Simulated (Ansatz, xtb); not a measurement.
# Two isomers of C4H6Be

Structure I is `[BeH][C](=C)C=C`, a singlet and structure II is `[Be]1[CH]=CC[CH2]1`, a singlet. Both are isolated molecules in the gas phase, relaxed with B3LYP-D3(BJ)/6-311G**; the shapes shown needn't be the lowest conformers.

I (Å):

| atom | x (Å) | y (Å) | z (Å) |
| --- | --- | --- | --- |
| C | 2.1586 | 0.3146 | -2.6511 |
| C | 2.8253 | 1.2381 | -3.3765 |
| C | 2.7278 | -0.1364 | -1.3755 |
| C | 2.1697 | -1.0423 | -0.5664 |
| Be | 0.7142 | -0.2357 | -3.2968 |
| H | -0.4196 | -0.6297 | -3.8616 |
| H | 2.4572 | 1.6126 | -4.3282 |
| H | 3.7748 | 1.6628 | -3.0483 |
| H | 3.6780 | 0.3110 | -1.0799 |
| H | 1.2248 | -1.5215 | -0.8080 |
| H | 2.6347 | -1.3389 | 0.3661 |

II (Å):

```xyz
11

C     0.7872   -0.6497   -2.3409
C     1.2210    0.2151   -1.3967
C     2.4738    1.0794   -1.5996
C     3.1669    0.8456   -2.9903
Be    1.9972   -0.2828   -3.3764
H    -0.0992   -1.2455   -2.1692
H     0.7124    0.3525   -0.4385
H     3.1684    0.8669   -0.7786
H     2.1834    2.1299   -1.4818
H     3.2007    1.7670   -3.5736
H     4.1930    0.4965   -2.8654
```

Quicker runs give these differences E(II) − E(I): GFN2-xTB +40.6 kJ/mol; HF/STO-3G −121.4 kJ/mol (at GFN2-xTB geometries); r2SCAN-D4/def2-SVP −43.1 kJ/mol (at GFN2-xTB geometries).

Problem. Estimate which is lower in electronic energy at CCSD(T)/def2-SVP + ΔMP2/def2-TZVPP, and by roughly how much.

Solution. The CCSD(T)/def2-SVP + ΔMP2/def2-TZVPP calculation puts structure II lower, by 30.8 kJ/mol.

How the difference moves with the method:

| level | geometry | E(II) − E(I) (kJ/mol) | departure from the last row (kJ/mol) | job, with rough time for the two |
| --- | --- | --- | --- | --- |
| GFN2-xTB | GFN2-xTB | +40.6 | +71.4 | optimisation, 0.16 s |
| HF/STO-3G | GFN2-xTB | −121.4 | −90.6 | single point, 0.2 s |
| r2SCAN-D4/def2-SVP | GFN2-xTB | −43.1 | −12.3 | single point, 1.6 s |
| B3LYP-D3(BJ)/6-311G** | B3LYP-D3(BJ)/6-311G** | −28.7 | +2.0 | optimisation, 16 s |
| HF/def2-SVP | B3LYP-D3(BJ)/6-311G** | +1.1 | +31.9 | part of the CCSD(T) run |
| MP2/def2-SVP | B3LYP-D3(BJ)/6-311G** | −25.3 | +5.5 | part of the CCSD(T) run |
| CCSD(T)/def2-SVP | B3LYP-D3(BJ)/6-311G** | −13.1 | +17.6 | single point |
| CCSD(T)/def2-SVP + ΔMP2/def2-TZVPP | B3LYP-D3(BJ)/6-311G** | −30.8 |  | single point, 12 s |

As drawn, II has 1 C–Be, 1 C–C, 1 C–H in place of 1 C=C, 1 Be–H. Structure I has no ring, II a 5-membered ring.

GFN2-xTB puts the two in the other order. HF/def2-SVP finds them nearly level. The largest departure from CCSD(T)/def2-SVP + ΔMP2/def2-TZVPP is that of HF/STO-3G, 90.6 kJ/mol. The last row adds to CCSD(T) the change of the MP2 difference between the two basis sets, here −17.6 kJ/mol, a large step that makes the value less sure.

With harmonic frequencies from B3LYP-D3(BJ)/6-311G** (ideal gas, rigid rotor, one conformer each, 298.15 K, 1 atm): the zero-point term adds +13.6 kJ/mol; ΔH is −20.2 and ΔG −13.3 kJ/mol.

The correlated steps freeze 4 core orbitals; the last core shell of Be is correlated, in a basis made for valence electrons. Codes used: Ansatz 0.2.0, xtb 6.7.1; the last row on 2 threads of Intel(R) Xeon(R) 6975P-C (Granite Rapids) on a shared host.
